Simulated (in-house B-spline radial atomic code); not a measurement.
Values are calculated unless marked as measured or tabulated.
## C6 from the polarisability at imaginary frequency: N IV (N3+)

LDA VWN5 linear response of the closed shell [He] 2s2, from an all-electron radial atomic-structure program (B-spline basis); scalar-relativistic (spin-free one-electron X2C), finite nucleus, no spin-orbit coupling.

The dispersion coefficient of two like species is C6 = (3/π) ∫ α(iu)² du from 0 to ∞.

| u (hartree) | α(iu) (bohr³) |
| --- | --- |
| 0 | 2.102 |
| 0.24 | 1.795 |
| 0.56 | 1.119 |
| 0.96 | 0.6331 |
| 1.6 | 0.328 |
| 2.4 | 0.1866 |
| 3.6 | 0.1028 |
| 5.6 | 0.05198 |
| 8 | 0.02963 |
| 12 | 0.0156 |
| 20 | 0.006873 |
| 40 | 0.002103 |

Question: Fit one oscillator, α(iu) = α(0)/(1 + u²/ω²), through u = 0.56 and estimate C6.

Answer: From α(0)/α(iu) − 1 = 2.102/1.119 − 1 = 0.8785, ω = u/√0.8785 = 0.5975 hartree (16.3 eV). London's formula gives C6 = (3/4) α(0)² ω = 0.75 × 2.102² × 0.5975 = 1.98 hartree·bohr⁶, and the oscillator holds f = α(0) ω² = 0.75 electrons, of a sum of oscillator strengths of 4.0.

Question: How does that compare with the full integral?

Answer: The program's quadrature over all excitations gives C6 = 2.058, so the single oscillator is off by -3.8 %. At the last point the fit gives α = 0.000469 against 0.0021: higher excitations, and deeper shells where there are any, keep the true curve higher at large u.
